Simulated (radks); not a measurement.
Radial electron density D(r) = 4 pi r^2 rho(r) of an atom or ion with 7 electrons. All-electron calculation, non-relativistic Kohn-Sham, PBEsol, spin-polarised, spherical densities, point nucleus. Program: a radial shooting solver on a logarithmic mesh with Libxc functionals.

```
   r/bohr * D(r) (the largest magnitude, 23, reaches the edge; | marks zero)
 0.007543 |      *
 0.008437 |       *
 0.009437 |         *
  0.01056 |           *
  0.01181 |             *
  0.01321 |                *
  0.01465 |                  *
  0.01639 |                     *
  0.01833 |                         *
   0.0205 |                             *
  0.02293 |                                 *
  0.02565 |                                     *
  0.02869 |                                         *
  0.03184 |                                             *
  0.03561 |                                                *
  0.03983 |                                                   *
  0.04455 |                                                     *
  0.04983 |                                                      *
  0.05574 |                                                      *
  0.06185 |                                                    *
  0.06917 |                                                  *
  0.07737 |                                              *
  0.08654 |                                         *
   0.0968 |                                     *
   0.1083 |                                 *
   0.1201 |                              *
   0.1344 |                             *
   0.1503 |                            *
   0.1681 |                              *
    0.188 |                                *
   0.2103 |                                   *
   0.2334 |                                     *
    0.261 |                                     *
    0.292 |                                    *
   0.3266 |                                *
   0.3653 |                           *
   0.4086 |                     *
    0.457 |               *
   0.5071 |          *
   0.5672 |     *
   0.6344 |  *
   0.7096 | *
   0.7936 |*
   0.8877 *
    0.985 *
    1.102 *
    1.232 *
    1.378 *
```

What is the nuclear charge?

Answer. Z = 20. The innermost maximum, from 1s, lies near 1/Z = 0.05 bohr (found: 0.0515), and its height grows with Z. The density is that of the calcium ion Ca13+ in [He] 2s2 2p3; the configuration itself is not fixed sharply by these data, and Z only to about a unit. D(r) has 2 maxima, at r = 0.0515, 0.255 bohr, and minima at 0.143 bohr, inside which lie 2.24 electrons.
